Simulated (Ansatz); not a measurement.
Job for Ansatz (a first-principles code): U-PBE/def2-TZVPP on LiC-, 2S+1 = 3, a spin state set in the input, which need not be the lowest, a point of a bond scan (R = 2.029 Å). Charge -1.

Ansatz 0.2 input:
```yaml
crystal:
  periodic: [false, false, false]
  atoms:
    - {symbol: Li, position_ang: [0.00000000, 0.00000000, 0.00000000]}
    - {symbol: C, position_ang: [0.00000000, 0.00000000, 2.02912800]}
basis:
  gaussian:
    orbitals: def2-TZVPP
    pivot_positions_ang: [[0.00000000, 0.00000000, 0.00000000], [0.00000000, 0.00000000, 2.02912800]]
hamiltonian:
  xc: {name: PBE}
total_charge: -1
magnetization: {spin_polarized: true, initial_magnetization: 2}
output: {forces: true, orbitals: {seedname: ./end}}
```

The head of its log:

```
WARN ansatz: RAYON_NUM_THREADS=1 ignored (pool sized by the plan → 1); use --threads N
Functional definition: PBE
integrals: 0.01 GiB planned
325 factors; their error is unknown
mean field: 0.09 GiB planned
mean field evaluation 1: about -1221.2501 eV, gradient 3.1e1 eV
mean field evaluation 2: about -1203.0063 eV, gradient 6.7e1 eV
```

Question: Give the final energy of this run.

Answer: -45.3734 hartree. Its determinant has ⟨S²⟩ = 2.89, a mixture of spin states.
